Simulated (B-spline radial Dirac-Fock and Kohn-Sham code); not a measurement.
## Kohn-Sham estimates against Dirac-Fock for the levels of Yb³⁷⁺

System: ytterbium as Yb³⁷⁺, configuration [Ar] 3d10 4s2 4p3.

The density-functional columns are spherical, spin-unpolarised Dirac-Kohn-Sham results without Breit or QED terms: −ε is minus the orbital energy of the initial state and ΔSCF the difference of two total energies. The reference in the last column comes from ΔSCF Dirac-Fock with Breit, self-energy and vacuum polarisation, finite nucleus, configuration average. All numbers are from a radial atomic solver, in eV; a selection of levels is shown. The Kohn-Sham columns are given as differences from the reference. For the 1s level of heavy atoms much of the gap between ΔSCF and the reference is the Breit and QED part, -290.8 eV here; for other levels the error of the functional can be larger.

| level | LDA −ε − DF | LDA ΔSCF − DF | Dirac-Fock |
| --- | --- | --- | --- |
| K | -266.3 | +277.7 | 62985.8 |
| L1 | -179.6 | -57.5 | 12134.8 |
| L3 | -145.7 | -12.0 | 10584.8 |
| M1 | -99.6 | -47.9 | 3971.7 |
| M3 | -79.7 | -28.6 | 3518.0 |
| M4 | -56.8 | +1.1 | 3152.8 |
| M5 | -57.9 | -1.1 | 3103.0 |
| N1 | -24.4 | +2.1 | 1830.2 |
| N2,3 | -21.1 | +4.8 | 1692.1 |

Values without a named source are computed, but for edge energies of neutral atoms, which are taken from tables.
